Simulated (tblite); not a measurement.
A tight-binding relaxation on `C[C@@H]1[SiH2][C@H]1[GaH2]`.

Computed with GFN2-xTB geometry optimisation, gas phase (tblite 0.8.0). Start geometry: from a force field or distance geometry. The command runs a driver script over a list of jobs; the input below is this job's line of settings and its coordinates in Å.

Command:
```bash
OMP_NUM_THREADS=1 python probes_run.py task.json out
```

Input:
```
{"job": {"kind": "relax", "xc": "GFN2-xTB", "basis": "xTB"}, "charge": 0, "multiplicity": 1}
C     -2.061900    -0.340000     0.287900
C     -0.588600    -0.551900     0.371000
Si     0.316800     1.063900     0.702700
C      0.337100    -0.113700    -0.729200
Ga     2.255400    -0.559800    -0.984300
H     -2.413500    -0.112100     1.328900
H     -2.631000    -1.187900    -0.110500
H     -2.228700     0.601300    -0.280400
H     -0.258700    -1.460800     0.924400
H     -0.453000     2.297800     0.464900
H      1.275000     0.986300     1.774700
H     -0.118800     0.232000    -1.668400
H      3.193500     0.756200    -0.715700
H      3.375800    -1.611900    -0.741300
```

Q: Give the output.

A: 
```
step      E/eV     max force
  0    -375.95492    1.780
  1    -376.06739    0.867
  2    -376.12263    0.682
  3    -376.19869    0.567
  4    -376.23209    0.453
  5    -376.26888    0.422
  6    -376.29646    0.485
  7    -376.31888    0.355
  8    -376.33413    0.330
  9    -376.34748    0.313
... (101 lines left out)
111    -376.75513    0.021
112    -376.75521    0.013
113    -376.75524    0.012
114    -376.75525    0.012
115    -376.75526    0.011
116    -376.75528    0.010
117    -376.75530    0.012
118    -376.75533    0.014
119    -376.75535    0.010
120    -376.75535    0.005
```

«max force» is the largest atomic force in eV/Å.

Q: From which step on does the largest force stay under 0.1 eV/Å, and how much energy is left to gain from there?

A: From step 73 (0.063 eV/Å), 12.1 meV above the end.

In short: energy lowered by 18.5 kcal/mol over 120 steps; largest atomic force 0.005 eV/Å at the end.

Q: Where do the atoms end?

A: 0.777 Å rms from the input after alignment:
```
atom  x, y, z in Å
C1    -1.8655   -0.5580    0.0604
C2    -0.4316   -0.2841    0.4433
Si3    0.1942    1.3897    1.0392
C4     0.4630    0.4428   -0.5813
Ga5    2.1527   -0.5806   -0.8740
H6    -2.4340   -0.9135    0.9184
H7    -1.9138   -1.3197   -0.7200
H8    -2.3408    0.3456   -0.3170
H9     0.0510   -1.1608    0.8901
H10   -0.7697    2.4777    1.0027
H11    1.2516    1.4245    2.0418
H12   -0.0706    0.8411   -1.4444
H13    3.2552   -0.3658   -1.9980
H14    2.4576   -1.7393    0.1635
```

Time: 0.59 s of wall time. Hardware: Arm Neoverse V2, one thread, shared host with 96 logical CPUs at a one-minute load of 67.
Labels such as C1 count atoms from 1, the log's own numbers from 0.
